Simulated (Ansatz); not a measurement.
Calculated with Ansatz (gas phase, PBE0-D4/def2-TZVP geometries, no zero-point term in ΔE). CBS: MP2 limit from def2 TZ/QZ plus the TZ coupled-cluster correction, frozen cores. This one scheme is used for every species. DFT in def2-TZVPP. B3LYP here is the variant with VWN-RPA as its local correlation; programs differ in this. HSE06 is defined as in plane-wave codes. For Br outer-core shells are correlated without core-valence functions, which leaves a few kJ/mol of doubt a bond. Scalar relativity is left out up to krypton.

Consider the hydrogenolysis of a C–Br bond: `FC(F)(F)C(F)(F)Br` + H₂ → `FC(F)C(F)(F)F` + HBr.

```
             level  ΔE (kJ/mol)  difference from CCSD(T)/CBS
       LDA (SPW92)        -75.9                         14.7
            PBE-D4        -77.3                         13.3
         revPBE-D4        -71.3                         19.3
           BLYP-D4        -77.9                         12.7
            B97M-V        -86.9                          3.7
          B3LYP-D4        -88.9                          1.7
        r2SCANh-D4        -83.9                          6.7
        r2SCAN0-D4        -90.1                          0.5
          HSE06-D4        -89.3                          1.3
          BHLYP-D4       -101.2                        -10.6
      CAM-B3LYP-D4        -95.8                         -5.2
           ωB97X-V        -89.6                          1.0
           ωB97M-V        -87.7                          2.9
            B2PLYP        -96.1                         -5.5
               PBE        -84.2                          6.4
            revPBE        -88.5                          2.1
              BLYP        -92.9                         -2.3
            r2SCAN        -81.1                          9.5
              PBE0        -95.3                         -4.7
             B3LYP       -100.3                         -9.7
           r2SCANh        -85.7                          4.9
           r2SCAN0        -92.0                         -1.4
             HSE06        -95.0                         -4.4
             BHLYP       -110.8                        -20.2
         CAM-B3LYP       -102.0                        -11.4
           LC-ωPBE       -100.4                         -9.8
RPA@PBE/def2-TZVPP        -91.4                         -0.8
       HF/def2-SVP       -141.3                        -50.7
      MP2/def2-SVP        -98.6                         -8.0
     CCSD/def2-SVP       -112.0                        -21.4
  CCSD(T)/def2-SVP       -104.2                        -13.6
     HF/def2-TZVPP       -128.8                        -38.2
    MP2/def2-TZVPP        -87.0                          3.6
SCS-MP2/def2-TZVPP        -93.4                         -2.8
   CCSD/def2-TZVPP       -101.9                        -11.3
CCSD(T)/def2-TZVPP        -93.5                         -2.9
     HF/def2-QZVPP       -129.1                        -38.5
    MP2/def2-QZVPP        -85.4                          5.2
      HF/CBS(def2)       -129.1                        -38.5
     MP2/CBS(def2)        -84.1                          6.5
       CCSD(T)/CBS        -90.6                            0
```

Task: What do rigid-rotor, harmonic-oscillator terms from PBE0-D4/def2-TZVP frequencies (298.15 K, 1 bar) make of the CCSD(T)/CBS value? (Best estimate.)

Result: Computed: ΔZPE = +18.0 kJ/mol, ΔH = -75.9 kJ/mol, ΔS = 33 J/(mol·K), ΔG = -85.7 kJ/mol.

Largest T1 diagnostic among the species: 0.012.

At CCSD(T), def2-SVP lies −13.6 kJ/mol from the extrapolated value and def2-TZVPP −2.9 kJ/mol. From r2SCAN to r2SCAN0 (25 % exact exchange), in def2-TZVPP and without D4, ΔE moves by −10.9 kJ/mol.
